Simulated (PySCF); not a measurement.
cyclopenta-2,4-dien-1-one (C₅H₄O), SMILES O=C1C=CC=C1.

Geometry: PBE0-D3(BJ)/def2-SVP.

Computed with PySCF with PBE0-D3(BJ)/def2-SVP.

Frequencies are harmonic and unscaled.

Q: Estimate the vibrational spectrum. (The exact figures need the calculation; the answer reports its results.)

A: 
| mode | ν (cm⁻¹) | IR (km/mol) | moving atoms (share of kinetic energy) |
|---|---|---|---|
| 1 | 213 | 1.0 | C 59 %, O 27 %, H 14 % |
| 2 | 459 | 0.0 | C 65 %, H 35 % |
| 3 | 469 | 3.9 | O 45 %, C 41 %, H 14 % |
| 4 | 654 | 28.2 | H 64 %, C 34 % |
| 5 | 665 | 1.5 | C 52 %, O 39 %, H 9 % |
| 6 | 737 | 0.1 | C 92 %, H 8 % |
| 7 | 746 | 0.0 | H 75 %, C 25 % |
| 8 | 856 | 71.1 | C 66 %, H 31 % |
| 9 | 866 | 0.6 | C 67 %, H 33 % |
| 10 | 980 | 0.0 | H 77 %, C 23 % |
| 11 | 986 | 0.0 | H 69 %, C 31 % |
| 12 | 989 | 0.2 | C 74 %, H 25 % |
| 13 | 1075 | 0.1 | H 92 % |
| 14 | 1079 | 6.5 | H 89 %, C 11 % |
| 15 | 1159 | 38.9 | C 70 %, H 28 % |
| 16 | 1307 | 5.3 | H 51 %, C 49 % |
| 17 | 1355 | 32.2 | C 50 %, H 49 % |
| 18 | 1630 | 0.0 | C 94 % |
| 19 | 1694 | 0.0 | C 90 %, H 10 % |
| 20 | 1876 | 184.6 | C 64 %, O 36 % |
| 21 | 3237 | 5.5 | H 92 %, C 8 % |
| 22 | 3247 | 1.8 | H 91 %, C 9 % |
| 23 | 3279 | 0.4 | H 90 %, C 10 % |
| 24 | 3281 | 0.1 | H 90 %, C 10 % |
